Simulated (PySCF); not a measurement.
# How far are cheaper levels from CCSD(T)/CBS for GaN?

PySCF; the state is a triplet (π ↑↑). The composite is CCSD(T) extrapolated to the basis-set limit from two correlation-consistent sets, with core-valence (CV) and scalar-relativistic (SR) terms as its label shows; it has no spin–orbit coupling and nothing beyond (T). Here it is CCSD(T)/CBS(DT)+CV. It gives Re = 1.990 Å, ωe = 512 cm⁻¹ and De = 2.11 eV to Ga + N.

```json
{"level": "UHF", "basis": "aug-cc-pVDZ-PP/aug-cc-pVDZ", "relativity": "scalar-relativistic core potentials", "Re (Å)": "2.013", "ωe (cm⁻¹)": "512", "De (eV)": "0.54"}
{"level": "UHF-MP2", "basis": "aug-cc-pVDZ-PP/aug-cc-pVDZ", "relativity": "scalar-relativistic core potentials", "Re (Å)": "2.026", "ωe (cm⁻¹)": "511", "De (eV)": "1.72"}
{"level": "UHF-SCS-MP2", "basis": "6-31G(d,p)", "relativity": "no relativity", "Re (Å)": "2.008", "ωe (cm⁻¹)": "530", "De (eV)": "1.51"}
{"level": "UHF-SCS-MP2", "basis": "aug-cc-pVDZ-PP/aug-cc-pVDZ", "relativity": "scalar-relativistic core potentials", "Re (Å)": "2.032", "ωe (cm⁻¹)": "504", "De (eV)": "1.72"}
{"level": "UHF-CCSD(T)", "basis": "aug-cc-pVDZ-PP/aug-cc-pVDZ", "relativity": "scalar-relativistic core potentials", "Re (Å)": "2.048", "ωe (cm⁻¹)": "476", "De (eV)": "1.76"}
{"level": "BLYP", "basis": "aug-cc-pVDZ-PP/aug-cc-pVDZ", "relativity": "scalar-relativistic core potentials", "Re (Å)": "2.080", "ωe (cm⁻¹)": "450", "De (eV)": "2.43"}
{"level": "r²SCAN", "basis": "6-31G(d,p)", "relativity": "no relativity", "Re (Å)": "2.014", "ωe (cm⁻¹)": "505", "De (eV)": "2.08"}
{"level": "PBE0", "basis": "aug-cc-pVDZ-PP/aug-cc-pVDZ", "relativity": "scalar-relativistic core potentials", "Re (Å)": "2.031", "ωe (cm⁻¹)": "493", "De (eV)": "2.16"}
{"level": "r²SCAN0", "basis": "6-31G(d,p)", "relativity": "no relativity", "Re (Å)": "1.998", "ωe (cm⁻¹)": "523", "De (eV)": "1.87"}
{"level": "M06-2X", "basis": "aug-cc-pVDZ-PP/aug-cc-pVDZ", "relativity": "scalar-relativistic core potentials", "Re (Å)": "2.027", "ωe (cm⁻¹)": "503", "De (eV)": "2.08"}
```

Task: Give the difference of each row from the composite.

Result: 

```
      level                       basis  ΔRe (pm)  Δωe (%)  ΔDe (eV)
        UHF  aug-cc-pVDZ-PP/aug-cc-pVDZ      +2.3     +0.0     -1.57
    UHF-MP2  aug-cc-pVDZ-PP/aug-cc-pVDZ      +3.6     -0.2     -0.39
UHF-SCS-MP2                  6-31G(d,p)      +1.8     +3.5     -0.60
UHF-SCS-MP2  aug-cc-pVDZ-PP/aug-cc-pVDZ      +4.2     -1.6     -0.39
UHF-CCSD(T)  aug-cc-pVDZ-PP/aug-cc-pVDZ      +5.8     -7.0     -0.35
       BLYP  aug-cc-pVDZ-PP/aug-cc-pVDZ      +9.0    -12.1     +0.32
     r²SCAN                  6-31G(d,p)      +2.4     -1.4     -0.03
       PBE0  aug-cc-pVDZ-PP/aug-cc-pVDZ      +4.1     -3.7     +0.05
    r²SCAN0                  6-31G(d,p)      +0.8     +2.1     -0.24
     M06-2X  aug-cc-pVDZ-PP/aug-cc-pVDZ      +3.7     -1.8     -0.03
```

Task: Which rows come closest in De?

Result: r²SCAN in 6-31G(d,p) (-0.03 eV); M06-2X in aug-cc-pVDZ-PP/aug-cc-pVDZ (-0.03 eV), counted from the composite.

Correlated steps freeze the inner cores (5 to 10 orbitals); shallow outer-core shells are correlated. Correlated levels converge slowly with the basis: in double zeta they bind strong bonds too weakly, by up to about 1 eV, and carry superposition errors of some tenths. Spin–orbit coupling is left out. The state is the lowest determinant that a PBE0 search found; another state may lie lower at other levels.
